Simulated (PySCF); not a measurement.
## IO3Cl: from structure and modes to constants

These are results of PySCF, B3LYP, basis I def2-SVP with ECP28, O def2-SVP, Cl def2-SVP (scalar-relativistic core potentials, no spin–orbit coupling, density fitting), not measurements.

The singlet minimum has C3v symmetry. Masses (u): I 126.90447, O 15.99492, Cl 34.96885.

```xyz
5
charge 0 multiplicity 1, angstrom
I    -0.2644   -0.0006    0.1546
O    -0.1859    1.5195    1.1256
O    -1.5125   -0.0017   -1.1501
O    -0.1804   -1.5223    1.1227
Cl    1.8153    0.0043   -1.0610
```

Harmonic wavenumbers (cm⁻¹): 167.7 (e, ×2), 246.0 (a1, ×1), 264.8 (e, ×2), 341.3 (a1, ×1), 796.3 (a1, ×1), 850.2 (e, ×2).

(1) Find the principal moments of inertia and the rotational constants. What kind of rotor is it?

(2) Find the vibrational entropy and heat capacity at 298.15 K.

(3) Give the standard entropy (298.15 K, 1 bar) by its translational, rotational, vibrational and spin parts, and Cp.

## Answers

(1) About the centre of mass I = 147.99, 265.75, 265.75 u Å². With B = 16.8576/I this gives 0.1139, 0.06343, 0.06343 cm⁻¹. The molecule is a prolate symmetric top.

(2) With u = 1.43878 ω/T, each mode gives S = R[u/(eᵘ−1) − ln(1−e⁻ᵘ)] and C = R u² eᵘ/(eᵘ−1)².
```csv
ω (cm⁻¹),u,S (J/(mol K)),C (J/(mol K))
167.7 (×2),0.809,10.30,7.88
246.0,1.187,7.36,7.40
264.8 (×2),1.278,6.82,7.27
341.3,1.647,5.05,6.66
796.3,3.843,0.88,2.75
850.2 (×2),4.103,0.71,2.39
```
The sums over all modes are S = 48.9 and C = 51.9 J/(mol K); the softest mode gives 21 % of the entropy (each member, where degenerate).

(3) Sackur–Tetrode with M = 209.86 u gives 175.5; rotation with symmetry number 3 gives 106.6; vibration 48.9; spin R ln 1 = 0.0. The total is 331.1 J/(mol K), and Cp = 4 R + 51.9 = 85.1 J/(mol K).

This need not be the most stable arrangement of these atoms.
